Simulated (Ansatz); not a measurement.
`FCC(Br)I` → `FC(Br)I` + `[CH2]` (triplet) at 298.15 K and 1 bar (formal loss of a carbene).

Computed with Ansatz on PBE0-D4/def2-TZVP structures; ΔE is electronic, products minus reactants. CBS: MP2 limit from def2 TZ/QZ plus the TZ coupled-cluster correction, frozen cores. This one scheme is used for every species. Triplets are unrestricted, without spin–orbit coupling. def2 core potentials past Kr. For Br, I outer-core shells are correlated without core-valence functions, which leaves a few kJ/mol of doubt a bond. Scalar relativity is left out up to krypton. One conformer a species, not always the lowest.

| species | CCSD(T)/CBS energy (Eh) | H − E (kJ/mol) | S (J/(mol·K)) |
| --- | --- | --- | --- |
| `FCC(Br)I` | -3048.44940 | 146.5 | 354.5 |
| `FC(Br)I` | -3009.18101 | 67.2 | 325.3 |
| `[CH2]` (triplet) | -39.09499 | 55.4 | 195.3 |

H − E and S are ideal-gas, rigid-rotor, harmonic terms from PBE0-D4/def2-TZVP, for one conformer and one mirror image of each species, with the whole ground term of open shells counted as degenerate. 1 Eh = 2625.50 kJ/mol, R = 8.31446 J/(mol·K).

Question: By hand: ΔE, ΔH, ΔS and ΔG.

Answer: ΔE = (-3009.18101) + (-39.09499) − (-3048.44940) = 0.17340 Eh = 455.3 kJ/mol. Δ(H − E) = 67.2 + 55.4 − 146.5 = -23.9, so ΔH = 431.4 kJ/mol. ΔS = 325.3 + 195.3 − 354.5 = 166.1 J/(mol·K). ΔG = 431.4 − 298.15 × (166.1)/1000 = 381.9 kJ/mol.

Question: By hand: the equilibrium constant, and the temperature at which ΔG would vanish if ΔH and ΔS stayed fixed.

Answer: log₁₀ K = −ΔG/(RT ln 10) = -66.9. ΔG = 0 at ΔH/ΔS = 2597 K, far beyond where these terms or the molecules hold.

The number of gas molecules changes by +1, which sets the sign of ΔS. A doubt of 5 kJ/mol in ΔE shifts log₁₀ K by 0.9 here. Other conformers and mirror images would add mixing entropy, several J/(mol·K) or more a flexible species. A triplet takes part, so the spin changes. These are equilibria of isolated gas molecules and say nothing of rates. Largest T1 diagnostic: 0.011 (customary marks: 0.02 for closed shells, 0.045 for open ones).
